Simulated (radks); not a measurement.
Results of a calculation; reference values are marked as such.
The bismuth anion Bi- inside a hard spherical wall (all orbitals vanish at R), configuration held at [Hg] 6p4 and not refilled when levels cross. Code: a radial shooting solver on a logarithmic mesh with Libxc functionals. Model: scalar-relativistic Kohn-Sham, LDA (Slater exchange, Perdew-Wang correlation), spin-polarised, spherical densities, finite nucleus; open shells are filled with parallel spins first (spin-orbit coupling, left out, can overturn this in heavy ions); Fermi nuclear charge, rms radius 5.5211 fm. Eigenvalues in eV for spin up, with the zero of energy where the potential of the charges vanishes at infinity; a dash marks a level that is unbound or too diffuse for the functional's potential to be trusted. A positive occupied level is held by the wall or, in an anion where self-interaction has pushed it up, behind a barrier. The pressure on the wall is -dE/dV.

| R (bohr) | E (hartree) | kinetic (hartree) | e(5p) | e(5d) | e(6s) | e(6p) | e(7s, empty) | e(6d, empty) | pressure (GPa) |
|---|---|---|---|---|---|---|---|---|---|
| 20 | -21512.9175 | 24375.432 | -89.664 | -20.955 | -8.961 | 0.423 | 2.028 | 2.690 | 0.000116 |
| 15 | -21512.9172 | 24375.433 | -89.601 | -20.891 | -8.899 | 0.476 | 2.490 | 3.674 | 0.00175 |
| 10 | -21512.9118 | 24375.460 | -89.170 | -20.462 | -8.503 | 0.820 | 3.884 | 5.729 | 0.0882 |
| 5 | -21512.5920 | 24376.799 | -83.260 | -14.727 | -3.704 | 6.288 | 20.421 | 17.768 | 31.5 |
| 4 | -21511.9150 | 24379.460 | -77.570 | -9.382 | 1.330 | 13.093 | 40.384 | 29.878 | 180 |
| 3.5 | -21510.9964 | 24382.998 | -72.308 | -4.520 | 6.705 | 20.460 | 61.001 | 42.070 | 506 |
| 3 | -21508.8998 | 24390.963 | -63.475 | 3.676 | 17.197 | 34.637 | 98.217 | 63.921 | 1650 |
